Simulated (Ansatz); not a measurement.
Geometry optimisation, Ansatz 0.2.0, RKS B3LYP-D4/def2-SVP.

Input file:

```yaml
crystal:
  periodic: [false, false, false]
  atoms:
    - { symbol: B, position_ang: [-0.03932, -0.394912, -0.026624] }
    - { symbol: O, position_ang: [0.091063, -0.598226, 1.346311] }
    - { symbol: H, position_ang: [-0.741175, -0.696998, 1.820947] }
    - { symbol: O, position_ang: [1.081805, -0.417423, -0.794814] }
    - { symbol: H, position_ang: [1.872061, -0.606312, -0.276042] }
    - { symbol: O, position_ang: [-1.230744, -0.23641, -0.676187] }
    - { symbol: H, position_ang: [-1.995666, -0.122582, -0.103827] }
    - { symbol: H, position_ang: [-0.091179, 1.947998, 0.487876] }
    - { symbol: H, position_ang: [0.054955, 1.607066, 1.101561] }
basis:
  gaussian: { orbitals: def2-SVP }
hamiltonian:
  xc: b3lyp
  dispersion: d4
relax:
  f_tol: 0.03
  max_steps: 50
```

Command:

```bash
$ ansatz run input.yaml --threads 1 --pin off --max-ram 2048MiB --backend cpu --events-out ev --progress --plain --runs-dir out
```

Question: Where does it end, and by what steps?

Answer: The forces met the threshold. The force dipped under the threshold on the way, but the program's further checks kept it going. After 19 steps the energy has fallen by 0.201 eV; H8 moved furthest, 1.31 Å.

| step | energy less start (eV) | largest force component (eV/Å) | accepted |
| --- | --- | --- | --- |
| 0 | 0.0000 | 1.441 | yes |
| 1 | -0.1260 | 0.285 | yes |
| 2 | -0.1643 | 0.178 | yes |
| 3 | -0.1732 | 0.133 | yes |
| 4 | -0.1769 | 0.193 | yes |
| 5 | -0.1801 | 0.254 | yes |
| 6 | -0.1862 | 0.219 | yes |
| 7 | -0.1898 | 0.093 | yes |
| 8 | -0.1161 | 1.785 | no |
| 9 | -0.1947 | 0.104 | yes |
| 10 | -0.1939 | 0.443 | no |
| 11 | -0.1963 | 0.063 | yes |
| 12 | -0.1977 | 0.039 | yes |
| 13 | -0.1989 | 0.109 | yes |
| 14 | -0.1995 | 0.212 | yes |
| 15 | -0.2005 | 0.105 | yes |
| 16 | -0.2011 | 0.020 | yes |
| 17 | -0.2013 | 0.013 | yes |
| 18 | -0.2014 | 0.045 | yes |
| 19 | -0.2014 | 0.010 | yes |

```xyz
9
Properties=species:S:1:pos:R:3
B -0.035 -0.707 -0.190
O 0.141 -0.375 1.139
H -0.664 -0.207 1.638
O 1.065 -1.012 -0.930
H 1.871 -0.969 -0.402
O -1.244 -0.753 -0.827
H -2.002 -0.506 -0.289
H -0.175 2.867 1.413
H 0.046 2.143 1.328
```

Whether the end is a true minimum wasn't checked by a vibrational analysis.

Run time: 56 s on 1 thread of Arm Neoverse V1 (shared host), peak memory 0.15 GiB.
